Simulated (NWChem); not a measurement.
CF₃ cation

```xyz
4

F      1.1863    -0.3179     0.0000
C      0.0000     0.0000     0.0000
F     -0.3179     1.1863     0.0000
F     -0.8684    -0.8684     0.0000
```
Atoms are numbered in this order, from 1.

Computed with NWChem. Geometry: optimised at PBE0/def2-SVP. B3LYP is NWChem's, with the RPA form of VWN correlation. Vertical excitations in the gas phase; the lowest state need not have the same character in each row.

| level | lowest excitation, singlet (eV) | oscillator strength of that lowest state | lowest state with f > 0.02, singlet (eV) | oscillator strength of that bright state | orbital gap (eV) |
|---|---|---|---|---|---|
| PBE/def2-SVPD, TDA | (withheld) | 0.000 | (withheld) | 0.161 | (withheld) |
| B3LYP/def2-SVPD, TDA | 8.57 | 0.000 | 11.43 | 0.165 | 10.61 |
| PBE0/def2-SVPD, TDA | 8.76 | 0.000 | 11.61 | 0.166 | 11.34 |
| LRC-wPBEh/def2-SVPD, TDA | 8.72 | 0.000 | 11.58 | 0.167 | 15.06 |

Problem. Fill in the missing entries.

Solution. 
- PBE/def2-SVPD, TDA, lowest excitation, singlet (eV): 7.95
- PBE/def2-SVPD, TDA, lowest state with f > 0.02, singlet (eV): 11.06
- PBE/def2-SVPD, TDA, orbital gap (eV): 7.79
